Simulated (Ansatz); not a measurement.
`C=NB(F)Cl` → B• + C• + Cl• + F• + 2 H• + N•  (atomization)

Calculated with Ansatz (gas phase, PBE0-D4/def2-TZVP geometries, no zero-point term in ΔE). CCSD(T)/CBS is the MP2 limit (def2-TZVPP, def2-QZVPP) plus CCSD(T) − MP2 in def2-TZVPP, frozen cores. This one scheme is used for every species, atoms too. DFT in def2-TZVPP. B3LYP here is the variant with VWN-RPA as its local correlation; programs differ in this. HSE06 is defined as in plane-wave codes. Open shells (•) are unrestricted, without spin–orbit coupling. Spin–orbit coupling would lower the free atoms: a little for B, C, Cl, F. One conformer a species, not always the lowest.

```csv
level,ΔE (kcal/mol),difference from CCSD(T)/CBS
LDA (SPW92),823.0,123.2
PBE-D4,732.6,32.8
revPBE-D4,709.6,9.8
BLYP-D4,712.3,12.5
r2SCAN-D4,708.7,8.9
B97M-V,709.2,9.4
PBE0-D4,710.5,10.7
B3LYP-D4,706.2,6.4
r2SCANh-D4,701.5,1.7
r2SCAN0-D4,691.1,-8.7
HSE06-D4,711.3,11.5
BHLYP-D4,676.8,-23.0
CAM-B3LYP-D4,709.1,9.3
ωB97X-V,704.9,5.1
ωB97M-V,708.5,8.7
B2PLYP,699.5,-0.3
PBE-QIDH,700.8,1.0
PBE,729.4,29.6
revPBE,699.3,-0.5
BLYP,705.2,5.4
r2SCAN,708.0,8.2
r2SCANh,700.7,0.9
r2SCAN0,690.2,-9.6
BHLYP,673.0,-26.8
CAM-B3LYP,706.4,6.6
LC-ωPBE,705.0,5.2
HF/def2-SVP,514.6,-185.2
MP2/def2-SVP,690.2,-9.6
CCSD/def2-SVP,658.6,-41.2
CCSD(T)/def2-SVP,668.4,-31.4
HF/def2-TZVPP,504.7,-195.1
MP2/def2-TZVPP,705.9,6.1
CCSD/def2-TZVPP,665.8,-34.0
CCSD(T)/def2-TZVPP,680.0,-19.8
HF/def2-QZVPP,505.7,-194.1
MP2/def2-QZVPP,717.6,17.8
SCS-MP2/def2-QZVPP,708.1,8.3
HF/CBS(def2),505.9,-193.9
MP2/CBS(def2),725.6,25.8
CCSD/CBS(def2),685.5,-14.3
CCSD(T)/CBS,699.8,0
```

Largest T1 diagnostic among the species: 0.014.

From r2SCAN to r2SCAN0 (25 % exact exchange), in def2-TZVPP and without D4, ΔE moves by −17.8 kcal/mol: exact exchange takes away binding that semilocal exchange gives to molecules. The D4 term adds +5.1 kcal/mol with B3LYP and +2.7 kcal/mol with PBE0; it sums over pairs of atoms, weighted by their polarisabilities, and B3LYP, whose exchange is more repulsive, gets the larger term.

For atomizations the MP2-based limit and the directly extrapolated one differ by several kJ/mol either way, and by 10 to 25 for some Ge, Se and Sn compounds, so smaller differences from it don't rank the levels.
